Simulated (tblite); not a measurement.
Compound: C6H11OSi (doublet state).
Numbering: `[H]/[C:1]=[C:2](\[O:3][SiH3:4])[CH:5]1[CH2:6][CH2:7][CH2:8]1` (hydrogens: H9 on C1; H10, H11, H12 on Si4; H13 on C5; H14, H15 on C6; H16, H17 on C7; H18, H19 on C8)

Geometry (GFN2-xTB, Å), atoms numbered from 1 in this order:
```xyz
19
C6H11OSi angstrom
C      1.140    0.142   -1.494
C      0.726   -0.336   -0.361
O      1.560   -0.694    0.675
Si     3.123   -0.409    0.996
C     -0.719   -0.529   -0.004
C     -1.346    0.616    0.824
C     -2.498    0.699   -0.187
C     -1.745   -0.263   -1.117
H      2.043    0.384   -1.999
H      3.226   -1.099    2.273
H      4.002   -0.972   -0.031
H      3.370    1.032    1.090
H     -0.834   -1.500    0.480
H     -1.623    0.360    1.844
H     -0.723    1.508    0.839
H     -3.429    0.284    0.193
H     -2.694    1.688   -0.594
H     -1.287    0.230   -1.973
H     -2.304   -1.131   -1.460
```

Computed geometry: GFN2-xTB, gas phase. This method treats the open shell by occupation alone, without spin polarisation.

Masses are those of the commonest isotopes; rigid-rotor values at the optimised geometry. The values belong to one conformer with, in the numbering `[H]/[C:1]=[C:2](\[O:3][SiH3:4])[CH:5]1[CH2:6][CH2:7][CH2:8]1`, C1–C2–O3–Si4 14°, C1–C2–C5–C6 -97°, C2–C5–C6–C7 128°, C5–C6–C7–C8 -9°, C6–C7–C8–C5 9°, C2–C5–C8–C7 -127°.

(1) Give the principal moments of inertia and the rotational constants in MHz.

(2) Classify the top.

(3) Is it planar, by Δ = Ic − Ia − Ib?

(4) Give the other two planar moments, Paa and Pbb, and the rms extents of the mass along the axes.

(5) Where do the levels up to J = 2 lie, in MHz?

## Answers

(1) Ia = 111.74, Ib = 579.38, Ic = 636.75 u·Å²; 505379 MHz·u·Å²/I gives A = 4523, B = 872.3, C = 793.7 MHz.

(2) A near-prolate asymmetric top. Ray's parameter κ = (2B − A − C)/(A − C) = -0.958; −1 is the prolate and +1 the oblate limit.

(3) Not planar: Δ = Ic − Ia − Ib = -54.38 u·Å². For a rigid frame Δ = −2 Σ m c², so Σ m c² = 27.19 u·Å² lies off the ab plane: 11.82 from hydrogen and 15.37 from heavier atoms. The atom farthest from that plane is 1.57 Å away.

(4) Paa = Σ m a² = (Ib + Ic − Ia)/2 = 552.19 and Pbb = Σ m b² = (Ia + Ic − Ib)/2 = 84.55 u·Å². With the mass M = 127.06 u, the rms extents √(P/M) along a, b and c are 2.08, 0.82, 0.46 Å.

(5) Above 0(0,0):
J = 1: 1(0,1) 1666, 1(1,1) 5316, 1(1,0) 5395
J = 2: 2(0,2) 4997, 2(1,2) 8570, 2(1,1) 8806, 2(2,1) 19757, 2(2,0) 19758
The levels of one J sum to (2J + 1)J(J + 1)(A + B + C)/3.

For this open shell read J as N, the rotation without spin; fine and hyperfine splittings come on top. Its GFN2-xTB frequencies are all real (lowest 26 cm⁻¹). No vibrational averaging or centrifugal distortion is included, and the geometry carries the error of its method.

Time: 1.1 s wall. Hardware: one thread, Arm Neoverse V1 (aarch64) (shared host). These figures are those of the optimisation.
